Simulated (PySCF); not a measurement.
ClH₄NO₂Si, SMILES [Si](N)(O)(O)Cl. The structure is a stationary point at PBE0-D3(BJ)/def2-SVP. The values are those of a single conformer.

Computed with PBE0-D3(BJ)/def2-SVP in PySCF.

Harmonic wavenumbers (cm⁻¹): 122, 186, 219, 273, 290, 307, 354, 366, 403, 537, 791, 820, 833, 860, 970, 995, 1532, 3621, 3726, 3926, 3936. Rotational constants (GHz): 3.801, 2.412, 2.293; symmetry number 1.

Task: Work out the zero-point energy and the ideal-gas rigid-rotor harmonic-oscillator thermochemistry at 298.15 K and 1 atm.

Result: ZPE = ½ Σ hcν = ½ × 25067 cm⁻¹ = 149.93 kJ/mol. H − E(el) = 172.14 kJ/mol. Entropy in J/(mol K): translation 167.77, rotation 113.50, vibration 68.87, total 350.14. G − E(el) = 67.75 kJ/mol. Cp = 115.76 J/(mol K). Modes under 150 cm⁻¹ make the vibrational entropy uncertain.
